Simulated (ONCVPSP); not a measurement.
Reading a pseudo-wave (Ti)

Columns: radius, all-electron u(r) and pseudo u(r) of the 3p shell (level -35.43 eV) of titanium in the configuration [Ne] 3s2 3p6 3d3 4s1; LDA (Perdew-Wang 92), non-relativistic, ONCV scheme, ONCVPSP 4.0.1.

| r (bohr) | all-electron | pseudo |
| --- | --- | --- |
| 0.098 | -0.3858 | 0.0339 |
| 0.195 | -0.5148 | 0.1287 |
| 0.292 | -0.2878 | 0.2703 |
| 0.390 | 0.0748 | 0.4398 |
| 0.488 | 0.4238 | 0.6126 |
| 0.585 | 0.6944 | 0.7661 |
| 0.682 | 0.8771 | 0.8867 |
| 0.780 | 0.9807 | 0.9664 |
| 0.878 | 1.0199 | 1.0028 |
| 0.975 | 1.0122 | 1.0001 |
| 1.072 | 0.9733 | 0.9669 |
| 1.170 | 0.9143 | 0.9117 |
| 1.268 | 0.8442 | 0.8435 |
| 1.365 | 0.7702 | 0.7701 |
| 1.463 | 0.6951 | 0.6951 |
| 1.560 | 0.6231 | 0.6231 |
| 1.658 | 0.5543 | 0.5543 |
| 1.755 | 0.4912 | 0.4912 |
| 1.852 | 0.4335 | 0.4335 |
| 1.950 | 0.3808 | 0.3808 |
| 2.047 | 0.3339 | 0.3339 |
| 2.145 | 0.2917 | 0.2917 |
| 2.242 | 0.2547 | 0.2547 |
| 2.340 | 0.2216 | 0.2216 |
| 2.438 | 0.1926 | 0.1926 |
| 2.535 | 0.1674 | 0.1674 |

Task: How many radial nodes do the two functions have?

Result: The all-electron 3p function has n − l − 1 = 1; the pseudo-wave has 0, since the states of the same l below it are removed with the core.

Task: At about which radius was the pseudo-wave matched?

Result: 1.50 bohr. The columns agree to 0.0005 from 1.36 bohr on; several derivatives are matched, so the curves merge somewhat inside the radius.

Task: Where does each function peak?

Result: Outermost all-electron maximum near 0.88 bohr, pseudo maximum near 0.88 bohr (to the table’s step).

Task: Is the pseudo-wave norm-conserving?

Result: Yes: the ONCV scheme keeps the norm inside the radius equal to the all-electron one, which fixes the energy derivative of the logarithmic derivative at the level.
